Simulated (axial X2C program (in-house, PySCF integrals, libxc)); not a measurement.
# Outer orbitals of GeF at 1.758 Å, PBE0

Calculated with an axial X2C code built on PySCF integrals. Spin-free means the one-electron spin-free X2C Hamiltonian; two-component (2c) means X2C with spin–orbit coupling and atomic mean-field two-electron Coulomb and Gaunt terms, so the difference of the two also holds small scalar two-electron terms. Basis: Ge dyall-cv3z [9s9p7d4f1g], F dyall-av3z [7s6p3d2f] (cores contracted in-house); Gaussian nuclei, density fitting, unrestricted open shells. Masses: Ge 73.921 u, F 18.998 u.

The distance is close to the 2c PBE0 minimum; the highest filled and lowest empty levels are listed.

Spin-free orbitals, state M_S = 1/2, Λ = 1 (beyond evenly filled blocks: π+α) (Löwdin shares):

| symmetry | occupied | ε (eV) | atomic character |
| --- | --- | --- | --- |
| δ+α | yes | -33.57 | 100% Ge d |
| δ-α | yes | -33.53 | 100% Ge d |
| π+α | yes | -33.50 | 100% Ge d |
| π-α | yes | -33.48 | 100% Ge d |
| δ-β | yes | -33.44 | 100% Ge d |
| δ+β | yes | -33.44 | 100% Ge d |
| π+β | yes | -33.43 | 100% Ge d |
| π-β | yes | -33.43 | 100% Ge d |
| σα | yes | -31.68 | 65% F s, 26% Ge d, 4% Ge p |
| σβ | yes | -31.58 | 66% F s, 25% Ge d, 4% Ge p |
| σα | yes | -15.00 | 54% F p, 40% Ge s, 4% F s |
| σβ | yes | -14.49 | 62% F p, 31% Ge s, 4% F s |
| π+α | yes | -11.81 | 91% F p, 5% Ge p, 2% Ge d |
| π-α | yes | -11.60 | 91% F p, 5% Ge p, 3% Ge d |
| π+β | yes | -11.50 | 92% F p, 4% Ge p, 3% Ge d |
| π-β | yes | -11.50 | 92% F p, 4% Ge p, 3% Ge d |
| σα | yes | -10.56 | 40% F p, 35% Ge s, 19% Ge p |
| σβ | yes | -9.97 | 43% Ge s, 31% F p, 20% Ge p |
| π+α | yes | -5.08 | 85% Ge p, 8% F p, 3% F d |
| π-α | no | -3.14 | 85% Ge p, 8% F p, 3% F d |
| π+β | no | -2.16 | 86% Ge p, 8% F p, 3% F d |
| π-β | no | -2.16 | 86% Ge p, 8% F p, 3% F d |
| σα | no | -0.40 | 69% Ge p, 15% Ge d, 7% F s |

Spinors with spin–orbit coupling (state Ω = 1/2):

| ω | occupied | ε (eV) | atomic character | λ mixture |
| --- | --- | --- | --- | --- |
| 3/2 | yes | -33.85 | 100% Ge d | 86% δ, 14% π |
| -3/2 | yes | -33.75 | 100% Ge d | 77% δ, 23% π |
| 1/2 | yes | -33.49 | 94% Ge d, 5% F s | 83% π, 17% σ |
| -1/2 | yes | -33.44 | 95% Ge d, 4% F s | 87% π, 13% σ |
| -5/2 | yes | -33.29 | 100% Ge d | 100% δ |
| -3/2 | yes | -33.23 | 100% Ge d | 77% π, 23% δ |
| 3/2 | yes | -33.21 | 100% Ge d | 86% π, 14% δ |
| 5/2 | yes | -33.19 | 100% Ge d | 100% δ |
| -1/2 | yes | -31.66 | 64% F s, 27% Ge d, 4% Ge p | 100% σ, 0% π |
| 1/2 | yes | -31.56 | 65% F s, 26% Ge d, 4% Ge p | 100% σ |
| -1/2 | yes | -14.98 | 54% F p, 40% Ge s, 4% F s | 100% σ |
| 1/2 | yes | -14.47 | 62% F p, 31% Ge s, 4% F s | 100% σ |
| 1/2 | yes | -11.81 | 91% F p, 5% Ge p, 2% Ge d | 100% π |
| -3/2 | yes | -11.56 | 91% F p, 5% Ge p, 3% Ge d | 100% π |
| -1/2 | yes | -11.50 | 92% F p, 4% Ge p, 3% Ge d | 100% π |
| 3/2 | yes | -11.47 | 92% F p, 4% Ge p, 3% Ge d | 100% π |
| -1/2 | yes | -10.54 | 40% F p, 35% Ge s, 19% Ge p | 100% σ |
| 1/2 | yes | -9.95 | 43% Ge s, 31% F p, 20% Ge p | 100% σ |
| 1/2 | yes | -5.12 | 85% Ge p, 8% F p, 3% F d | 100% π |
| -3/2 | no | -3.07 | 85% Ge p, 8% F p, 3% F d | 100% π |
| -1/2 | no | -2.20 | 86% Ge p, 8% F p, 3% F d | 100% π |
| 3/2 | no | -2.09 | 86% Ge p, 8% F p, 3% F d | 100% π |
| -1/2 | no | -0.39 | 69% Ge p, 15% Ge d, 7% F s | 100% σ |

(1) How does the gap between the highest filled and lowest empty level change from the spin-free to the 2c table?

Mulliken charges and populations of the two-component result (they depend on the basis, above all on diffuse functions):

Ge 0.51 e (s 7.94 p 13.47 d 10.06 f 0.02), F -0.51 e (s 3.98 p 5.51 d 0.02). ⟨Lz⟩ = 1.00 ħ and ⟨Sz⟩ = -0.50 ħ (-0.51 and 0.01 on the two atoms), which add up to Ω.

Occupations by symmetry block were frozen at the best pattern of an incomplete PBE0 search. Density functionals use the spin component along the axis (collinear). The functionals have no current-density term, which raises determinants with orbital currents, atoms included.

## Answers

(1) From 1.94 to 2.05 eV at PBE0, a change of 0.11 eV.
